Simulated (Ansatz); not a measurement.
Abridged output of a molecular run in Ansatz:

```
Functional definition: HF
1886 factors; integrals over basis functions are off by at most 1.2e-3 eV
mean field evaluation 1: about -23108.6137 eV, gradient 5.0e1 eV
mean field evaluation 2: about -23108.9351 eV, gradient 5.0e1 eV
mean field evaluation 4: about -23114.1355 eV, gradient 4.3e0 eV
mean field evaluation 8: about -23114.2230 eV, gradient 3.8e-1 eV
mean field evaluation 16: about -23114.2234 eV, gradient 1.0e-6 eV
mean field -23114.22341008 eV, -849.4320429372 hartree, gradient 1.0e-6 eV, S^2 0.000000; 0 other end points of the search recorded, 0 dependent functions left out
14 core orbitals not correlated: weight in the atoms' cores, before any rotation towards them, 1.000 or more for the frozen orbitals, at most 0.000 for the correlated occupied ones
reference -23114.22341008 eV, -849.4320429372 hartree; 19, 19 occupied and 287, 287 virtual orbitals, 1886 factors
second order -30.36804625 eV of doubles, -0.00000000 eV of singles
cycle   1  -30.89940829 eV  change   -5.3e-1 eV  update   1.2e-1
cycle   2  -31.62382160 eV  change   -7.2e-1 eV  update   3.4e-2
cycle   3  -31.78636039 eV  change   -1.6e-1 eV  update   1.8e-2
cycle   4  -31.76861567 eV  change    1.8e-2 eV  update   4.1e-3
cycle   5  -31.76686529 eV  change    1.8e-3 eV  update   1.9e-3
cycle   6  -31.76778262 eV  change   -9.2e-4 eV  update   5.5e-4
cycle   7  -31.76738311 eV  change    4.0e-4 eV  update   2.0e-4
cycle   8  -31.76727772 eV  change    1.1e-4 eV  update   5.9e-5
cycle   9  -31.76730260 eV  change   -2.5e-5 eV  update   2.3e-5
perturbative correction -1.10510982 eV, -0.0406120367 hartree
Total energy: -23147.09582250 eV, -850.6400818119 hartree
```

Its atoms:

Cartesian coordinates in Å:
```
C 2.244 0.729 -0.108
O 0.866 0.823 0.194
Si -0.186 -0.416 0.261
N -0.052 -1.396 -1.128
F 0.167 -1.425 1.456
Si -2.254 0.579 0.692
H 2.817 0.516 0.799
H 2.440 -0.057 -0.843
H 2.572 1.687 -0.514
H -0.235 -1.036 -2.050
H -0.216 -2.387 -1.071
H -2.216 1.445 1.900
H -3.291 -0.472 0.889
H -2.655 1.408 -0.478
```

Which basis set was used?
A. def2-TZVPP
B. def2-TZVPPD
C. cc-pV(Q+d)Z
D. def2-SVP

A. It gives 320 functions.

Write the keys of the input that set method, charge and spin (a neutral closed shell needs none for the last two).


```yaml
correlation: {method: ccsd_t}
```
